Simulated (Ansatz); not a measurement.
Calculated with Ansatz (gas phase, PBE0-D4/def2-TZVP geometries, no zero-point term in ΔE). CBS: MP2 limit from def2 TZ/QZ plus the TZ coupled-cluster correction, frozen cores. This one scheme is used for every species. Functionals use def2-TZVPP. HSE06 is defined as in plane-wave codes. For Mg outer-core shells are correlated without core-valence functions, which leaves a few kJ/mol of doubt a bond. One conformer a species, not always the lowest.

Reaction (ligand exchange at a Mg–C bond): `C[CH](C)[Mg][Cl]` + `[SiH3]N[SiH3]` → `[SiH3][N]([SiH3])[Mg][Cl]` + `CCC`

Is it downhill or uphill in electronic energy at CCSD(T)/CBS, and by how much? (Best estimate.)

The calculation gave: Downhill: ΔE = -137.3 kJ/mol.

What do these levels give: BLYP-D4, revPBE, PBE0, HSE06, HF/def2-SVP, CCSD/def2-TZVPP? (An estimate is asked.)

Ansatz gave: BLYP-D4 -125.1, revPBE -122.2, PBE0 -127.7, HSE06 -127.4, HF/def2-SVP -149.5, CCSD/def2-TZVPP -135.7 kJ/mol.

Largest T1 diagnostic among the species: 0.010.

The D4 term adds −3.4 kJ/mol with B3LYP and −2.0 kJ/mol with PBE0; it sums over pairs of atoms, weighted by their polarisabilities, and B3LYP, whose exchange is more repulsive, gets the larger term. From PBE to PBE0 (25 % exact exchange), in def2-TZVPP and without D4, ΔE moves by −7.0 kJ/mol. In def2-TZVPP, CCSD(T) changes the Hartree–Fock value by +9.9 kJ/mol (the triples alone add +1.1 kJ/mol) and MP2 by +7.9 kJ/mol.

B3LYP here is the variant with VWN-RPA as its local correlation; programs differ in this.
